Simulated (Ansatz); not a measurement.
Computed with Ansatz on PBE0-D4/def2-TZVP structures; ΔE is electronic, products minus reactants. CCSD(T)/CBS adds triple-zeta CCSD(T) − MP2 to the extrapolated MP2 energy (def2 sets, frozen cores). This one scheme is used for every species. Functionals use def2-TZVPP. B3LYP here is the variant with VWN-RPA as its local correlation; programs differ in this. For Ge outer-core shells are correlated without core-valence functions, which leaves a few kJ/mol of doubt a bond. Scalar relativity is left out up to krypton. One conformer a species, not always the lowest.

`N=[CH][GeH2][CH2]Cl` + H₂ → `Cl[CH2][GeH3]` + `C=N`  (hydrogenolysis of a Ge–C bond)

Q: Is it downhill or uphill in electronic energy at CCSD(T)/CBS, and by how much? (An estimate is asked.)

A: The calculation gave: Downhill: ΔE = -9.0 kcal/mol.

Q: What do these levels give: PBE0-D4, B3LYP-D4, ωB97X-V, ωB97M-V, PBE, r2SCAN, HF/def2-TZVPP, SCS-MP2/def2-TZVPP, CCSD/def2-TZVPP, HF/def2-QZVPP, MP2/def2-QZVPP, MP2/CBS(def2)? (Estimate.)

A: The calculation gave: PBE0-D4 -9.4, B3LYP-D4 -9.2, ωB97X-V -9.9, ωB97M-V -9.6, PBE -9.3, r2SCAN -9.0, HF/def2-TZVPP -16.1, SCS-MP2/def2-TZVPP -9.2, CCSD/def2-TZVPP -10.6, HF/def2-QZVPP -16.3, MP2/def2-QZVPP -7.7, MP2/CBS(def2) -7.6 kcal/mol.

Largest T1 diagnostic among the species: 0.012.

From PBE to PBE0 (25 % exact exchange), in def2-TZVPP and without D4, ΔE moves by −1.5 kcal/mol. The D4 term adds +2.5 kcal/mol with B3LYP and +1.4 kcal/mol with PBE0; it sums over pairs of atoms, weighted by their polarisabilities, and B3LYP, whose exchange is more repulsive, gets the larger term.
